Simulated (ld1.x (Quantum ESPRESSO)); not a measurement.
## u(r) = r·R(r): atom against pseudo-atom (carbon)

Columns: radius, all-electron u(r) and pseudo u(r) of the 2p shell (level -31.85 eV) of carbon in the configuration [He] 2s2 2p0; LDA (PZ), scalar-relativistic, TM semilocal scheme, ld1.x (Quantum ESPRESSO) 7.5.

```csv
r (bohr),all-electron,pseudo
0.055,0.0220,0.0122
0.110,0.0752,0.0479
0.165,0.1458,0.1043
0.220,0.2248,0.1774
0.275,0.3060,0.2616
0.330,0.3854,0.3511
0.385,0.4604,0.4400
0.440,0.5295,0.5231
0.495,0.5917,0.5969
0.550,0.6466,0.6593
0.605,0.6942,0.7099
0.660,0.7345,0.7494
0.715,0.7678,0.7796
0.770,0.7944,0.8023
0.825,0.8148,0.8190
0.880,0.8292,0.8310
0.935,0.8382,0.8387
0.990,0.8422,0.8423
1.045,0.8418,0.8419
1.100,0.8375,0.8375
1.155,0.8295,0.8295
1.210,0.8185,0.8185
1.265,0.8047,0.8047
1.320,0.7887,0.7887
1.375,0.7707,0.7707
1.430,0.7511,0.7511
```

Question: How many radial nodes do the two functions have?

Answer: The all-electron 2p function has n − l − 1 = 0; the pseudo-wave has 0.

Question: At about which radius was the pseudo-wave matched?

Answer: 1.10 bohr. The columns agree to 0.0005 from 0.99 bohr on; several derivatives are matched, so the curves merge somewhat inside the radius.

Question: Is the pseudo-wave norm-conserving?

Answer: Yes: the TM semilocal scheme keeps the norm inside the radius equal to the all-electron one, which fixes the energy derivative of the logarithmic derivative at the level.
